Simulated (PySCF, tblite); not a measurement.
Species: C4H9FSi.
Cartesian coordinates in Å at the GFN2-xTB level; atoms count from 1:
```xyz
15
C4H9FSi angstrom
C      2.1584    0.1164   -0.3522
C      0.7336    0.5245   -0.5417
C     -0.3326    0.0425    0.0891
Si    -2.0933    0.6358   -0.2616
C     -0.2142   -1.0286    1.1317
F     -1.4542   -1.3384    1.6465
H      2.2784   -0.6057    0.4501
H      2.5404   -0.3218   -1.2750
H      2.7670    0.9933   -0.1317
H      0.5865    1.2957   -1.2865
H     -2.8950   -0.4972   -0.7217
H     -2.6627    1.2134    0.9548
H     -2.0008    1.6520   -1.3136
H      0.1863   -1.9632    0.7200
H      0.3978   -0.7106    1.9849
```

The calculation used CAM-B3LYP/def2-SVPD in PySCF (dipole) on a GFN2-xTB geometry, gas phase.

Masses are those of the commonest isotopes; rigid-rotor values at the optimised geometry. The values belong to one conformer with, in the numbering `[CH3:1]/[CH:2]=[C:3](/[SiH3:4])[CH2:5][F:6]`, C2–C3–C5–F6 179°.

Task: Give the principal moments of inertia and the rotational constants in MHz.

Result: Ia = 142.83, Ib = 249.25, Ic = 379.89 u·Å²; 505379 MHz·u·Å²/I gives A = 3538, B = 2028, C = 1330 MHz.

Task: What kind of rotor is it?

Result: An asymmetric top: κ = (2 × 2028 − 3538 − 1330)/(3538 − 1330) = -0.37.

Task: Is it planar, by Δ = Ic − Ia − Ib?

Result: Not planar: Δ = Ic − Ia − Ib = -12.19 u·Å². For a rigid frame Δ = −2 Σ m c², so Σ m c² = 6.10 u·Å² lies off the ab plane, practically all of it from hydrogen. The atom farthest from that plane is 1.21 Å away.

Task: Give the other two planar moments, Paa and Pbb, and the rms extents of the mass along the axes.

Result: Paa = Σ m a² = (Ib + Ic − Ia)/2 = 243.16 and Pbb = Σ m b² = (Ia + Ic − Ib)/2 = 136.73 u·Å². With the mass M = 104.05 u, the rms extents √(P/M) along a, b and c are 1.53, 1.15, 0.24 Å.

Task: Which types of transition are allowed, and where do some lines up to J = 4 fall?

Result: The dipole components are |μa| = 2.49 D, |μb| = 0.13 D, |μc| = 0.03 D. The squared components, which scale the intensities, stand as 1.00 : 0.00 : 0.00 (a : b : c). Some lines, for components of 0.1 D or more:

```csv
type,branch,"J(Ka,Kc)",MHz,lower level (cm⁻¹)
b,Q,"1(1,0) ← 1(0,1)",2208,0.112
b,Q,"3(1,2) ← 3(0,3)",4687,0.643
b,Q,"2(2,0) ← 2(1,1)",4724,0.433
b,R,"2(0,2) ← 1(1,1)",5014,0.162
a,R,"2(1,2) ← 1(1,1)",6019,0.162
b,R,"4(2,2) ← 3(3,1)",6148,1.234
b,R,"3(1,2) ← 2(2,1)",6446,0.584
a,R,"2(0,2) ← 1(0,1)",6525,0.112
b,Q,"2(2,1) ← 2(1,2)",6624,0.363
a,Q,"4(1,3) ← 4(1,4)",6744,1.052
b,Q,"4(1,3) ← 4(0,4)",6986,1.044
a,R,"2(1,1) ← 1(1,0)",7413,0.186
b,R,"2(1,2) ← 1(0,1)",7529,0.112
b,R,"3(0,3) ← 2(1,2)",8383,0.363
b,Q,"3(3,0) ← 3(2,1)",8561,0.949
a,R,"3(1,3) ← 2(1,2)",8921,0.363
b,Q,"4(2,3) ← 4(1,4)",9321,1.052
b,Q,"3(3,1) ← 3(2,2)",9404,0.920
a,R,"3(2,2) ← 2(2,1)",10074,0.584
a,R,"3(2,1) ← 2(2,0)",10760,0.590
a,R,"3(1,2) ← 2(1,1)",10979,0.433
a,R,"4(1,4) ← 3(1,3)",11736,0.661
b,R,"2(2,1) ← 1(1,0)",11945,0.186
b,Q,"4(4,0) ← 4(3,1)",12536,1.700
b,Q,"4(4,1) ← 4(3,2)",12759,1.692
b,R,"2(2,0) ← 1(1,1)",12834,0.162
```

Its GFN2-xTB frequencies are all real (lowest 57 cm⁻¹). Zero-point vibration and centrifugal distortion are left out. A rigid rotor knows nothing of internal rotation, which can split or shift real lines.
